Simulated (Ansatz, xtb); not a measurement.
## Ranking isomers of C2H9FGeN2

3 gas-phase structures of C2H9FGeN2, from a drawn sample of its isomers (lower ones may exist). Each was relaxed with GFN2-xTB; where two conformers were screened, the lower at r2SCAN-D4/def2-SVP is listed:

A. `C[NH][GeH]([F])[NH]C`, a singlet
B. `CC[NH][Ge@H]([NH2])[F]`, a singlet
C. `CN[CH2][Ge@H]([NH2])[F]`, a singlet

Question: Make a reasoned guess at their ranking by r2SCAN-D4/def2-SVP single-point energy.

Answer: Calculated order at r2SCAN-D4/def2-SVP: B (0.000), A (0.399), C (0.769) eV.

Energies above the lowest of each column, in eV; the last columns are at B3LYP-D3(BJ)/def2-SVP geometries:

```csv
structure,GFN2-xTB,HF/STO-3G,r2SCAN-D4/def2-SVP,B3LYP-D3(BJ)/def2-SVP,CCSD(T)/def2-SVP + ΔMP2/def2-TZVPP
B,0.000,0.000,0.000,0.000,0.000
A,0.324,0.208,0.399,0.374,0.494
C,0.575,1.021,0.769,0.666,0.776
```

Every level run on B puts it lowest or level with the lowest. Flexible structures stand in one conformer each, not always the lowest. ΔMP2 is the change of the MP2 energy from the smaller to the larger basis.

Programs: Ansatz 0.2.0, xtb 6.7.1.
